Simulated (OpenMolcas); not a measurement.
**Ag4+: moving or changing the point charges**

Ag4+ among 6 point charges of -1.7 e arranged as an octahedron (Oh), 1.87 Å from the ion.
```
   1.8700    0.0000    0.0000  -1.70
   0.0000    1.8700    0.0000  -1.70
  -1.8700    0.0000    0.0000  -1.70
   0.0000   -1.8700    0.0000  -1.70
   0.0000    0.0000    1.8700  -1.70
   0.0000    0.0000   -1.8700  -1.70
```

```yaml
Program: OpenMolcas
Method: CASSCF
Basis: ANO-RCC-VDZP [6s5p3d1f]
Scalar_Hamiltonian: DKH2, point nucleus
Active_space: 7 electrons in 5 orbitals (4d)
State_averaging: 2S+1 = 4 even, 10 roots; 2S+1 = 2 even, 40 roots
Spin-orbit_coupling: RASSI with atomic mean-field integrals over the reference wave functions
```

Runs around this geometry, states (labels of O, the rotations of Oh). Energies in cm-1 above the lowest state or level, χT in cm3 K/mol; under a threefold ground state the first gap can be a small split of the lowest multiplet, not the spin-orbit step; 10Dq and B are least-squares fits to the states below 45000 cm-1, weighted by degeneracy, with a free offset, and given where the rms deviation is under 5 % of |10Dq| (or 100 cm-1) and under 700 cm-1.

```json
{"R (Å)": "1.87", "q (e)": "-1.1", "Ground state": "4T1", "First state of that spin": "4T2 3690", "10Dq": "4236", "B (rms of fit)": "1069 (67)", "First gap with spin-orbit (degeneracies)": "805.4 (2, 4)", "χT at 300 K": "3.747", "First state of another spin": "2E 16048"}
{"R (Å)": "1.71", "q (e)": "-1.7", "Ground state": "4T1", "First state of that spin": "4T2 8866", "10Dq": "9805", "B (rms of fit)": "1069 (178)", "First gap with spin-orbit (degeneracies)": "1094 (2, 4)", "χT at 300 K": "3.123", "First state of another spin": "2E 11240"}
{"R (Å)": "1.87", "q (e)": "-1.7", "Ground state": "4T1", "First state of that spin": "4T2 5803", "10Dq": "6538", "B (rms of fit)": "1068 (117)", "First gap with spin-orbit (degeneracies)": "993.0 (2, 4)", "χT at 300 K": "3.384", "First state of another spin": "2E 14166"}
{"R (Å)": "1.99", "q (e)": "-1.7", "Ground state": "4T1", "First state of that spin": "4T2 4310", "10Dq": "4908", "B (rms of fit)": "1069 (82)", "First gap with spin-orbit (degeneracies)": "875.1 (2, 4)", "χT at 300 K": "3.614", "First state of another spin": "2E 15537"}
```

Taking |10Dq| as R^-n, n = -ln(4908 / 9805) / ln(1.99 / 1.71) = 4.6 between the shortest and longest distance. The point-charge formula for a cubic d site gives n = 5.

Scaling the charges by -1.1 / -1.7 = 0.65 scales |10Dq| by 4236 / 6538 = 0.65; with fixed orbitals a first-order splitting would follow the charge.

An orbital triplet at a regular site is open to Jahn-Teller coupling, which can distort the site and quench the lowest spin-orbit gaps and is left out. Without dynamic correlation the repulsion within the d shell is too large (B by tens of per cent), so at a given field states of lower spin stand too high. Point charges give a weaker field than real ligands, and real ions of this kind are as a rule low spin; the high spin found here belongs to the model. This field is weak: 10Dq is about 4236 cm-1, while octahedral complexes of 4d ions of charge 3 and more, computed by the same method with explicit ligands, had a median near 25000 cm-1. Ground spin and moment need not be those of a real site (figures for R = 1.87, q = -1.1; the like holds for R = 1.71, q = -1.7, R = 1.87, q = -1.7, R = 1.99, q = -1.7). This shell can be high or low spin here, a state of another spin lies low, and with metal d orbitals alone active their balance is uncertain, so the ground spin may be wrong (holds for R = 1.71, q = -1.7; R = 1.87, q = -1.7). This is an electrostatic model: the charges have no orbitals. No measured value stands beside these numbers.
